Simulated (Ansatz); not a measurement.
Geometry optimisation, RKS BHLYP/def2-SVP in Ansatz.

input.yaml

```yaml
crystal:
  periodic: [false, false, false]
  atoms:
    - { symbol: Sn, position_ang: [-0.8697, -0.5482, -0.3059] }
    - { symbol: F, position_ang: [1.2864, -1.0408, 0.4384] }
    - { symbol: H, position_ang: [-0.4303, -1.7931, -1.3556] }
    - { symbol: H, position_ang: [-1.2086, -0.9356, 1.3041] }
    - { symbol: H, position_ang: [-2.2336, 0.2985, -0.9902] }
    - { symbol: H, position_ang: [1.7239, 0.0544, 0.2401] }
    - { symbol: Se, position_ang: [1.015, 1.8187, -0.3494] }
    - { symbol: H, position_ang: [0.7169, 2.1461, 1.0186] }
basis:
  gaussian: { orbitals: def2-SVP }
hamiltonian:
  xc: { name: BHLYP }
relax:
  f_tol: 0.15
  max_steps: 25
  restrain:
    - { distance: [0, 6], at: 3.89, k: 30.0 }
    - { distance: [5, 1], at: 2.18, k: 30.0 }
    - { distance: [0, 1], at: 1.96, k: 30.0 }
    - { distance: [5, 6], at: 1.51, k: 30.0 }
output:
  orbitals: {}
```

Run as:

```bash
$ ansatz run input.yaml --threads 2 --pin off --max-ram 3072MiB --backend cpu --events-out ev --progress --plain --runs-dir out
```

Problem. Where does it end, and by what steps?

Solution. The run converged. The restraints hold the end off the free minimum. After 8 steps the energy has fallen by 0.982 eV (the restraints' own energy left out); H5 moved furthest, 0.97 Å. Joined: H6–Se7 (1.99 → 1.49 Å).

| step | energy less start (eV) | largest force component (eV/Å) | accepted |
| --- | --- | --- | --- |
| 0 | 0.0000 | 3.004 | yes |
| 1 | 0.7045 | 2.458 | yes |
| 2 | 0.6129 | 2.174 | yes |
| 3 | 0.3335 | 1.245 | yes |
| 4 | -0.2183 | 0.834 | yes |
| 5 | -0.6205 | 0.597 | yes |
| 6 | -0.8576 | 0.553 | yes |
| 7 | -0.9609 | 0.580 | yes |
| 8 | -0.9815 | 0.501 | yes |

```xyz
8
Properties=species:S:1:pos:R:3
Sn -0.913 -1.043 -0.190
F 0.969 -1.064 0.327
H -1.005 -2.265 -1.368
H -1.713 -1.434 1.260
H -1.310 0.492 -0.769
H 1.947 0.862 0.051
Se 1.314 2.158 -0.317
H 0.711 2.293 1.006
```

The run took 50 s on 2 threads of Arm Neoverse N1, with other jobs on the host, peak memory 0.23 GiB.
